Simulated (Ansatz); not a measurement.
`[SeH][SiH]1BC1` + `F[SiH2]F` → `F[SiH2][SeH]` + `F[SiH]1BC1` at 298.15 K and 1 bar (redistribution).

Isolated molecules relaxed with PBE0-D4/def2-TZVP in Ansatz; ΔE leaves out vibrations. CCSD(T)/CBS is the MP2 limit (def2-TZVPP, def2-QZVPP) plus CCSD(T) − MP2 in def2-TZVPP, frozen cores. This one scheme is used for every species. For Se outer-core shells are correlated without core-valence functions, which leaves a few kJ/mol of doubt a bond. Scalar relativity is left out up to krypton. Each species was taken in one conformer, which may not be the lowest.

| species | CCSD(T)/CBS energy (Eh) | H − E (kJ/mol) | S (J/(mol·K)) |
| --- | --- | --- | --- |
| `[SeH][SiH]1BC1` | -2755.59871 | 163.7 | 336.7 |
| `F[SiH2]F` | -489.99391 | 72.3 | 262.5 |
| `F[SiH2][SeH]` | -2791.46485 | 89.7 | 305.5 |
| `F[SiH]1BC1` | -454.11214 | 144.6 | 296.5 |

H − E and S are ideal-gas, rigid-rotor, harmonic terms from PBE0-D4/def2-TZVP, for one conformer and one mirror image of each species. 1 Eh = 2625.50 kJ/mol, R = 8.31446 J/(mol·K).

Q: By hand: ΔE, ΔH, ΔS and ΔG.

A: ΔE = (-2791.46485) + (-454.11214) − (-2755.59871) − (-489.99391) = 0.01563 Eh = 41.0 kJ/mol. Δ(H − E) = 89.7 + 144.6 − 163.7 − 72.3 = -1.7, so ΔH = 39.3 kJ/mol. ΔS = 305.5 + 296.5 − 336.7 − 262.5 = 2.8 J/(mol·K). ΔG = 39.3 − 298.15 × (2.8)/1000 = 38.5 kJ/mol.

Q: By hand: the equilibrium constant, and the temperature at which ΔG would vanish if ΔH and ΔS stayed fixed.

A: log₁₀ K = −ΔG/(RT ln 10) = -6.7. ΔG = 0 at ΔH/ΔS = 14036 K, far beyond where these terms or the molecules hold.

The number of gas molecules stays the same, so ΔS is small and ΔH decides. A doubt of 5 kJ/mol in ΔE shifts log₁₀ K by 0.9 here. Other conformers and mirror images would add mixing entropy, several J/(mol·K) or more a flexible species. These are equilibria of isolated gas molecules and say nothing of rates. Largest T1 diagnostic: 0.014 (customary marks: 0.02 for closed shells, 0.045 for open ones).
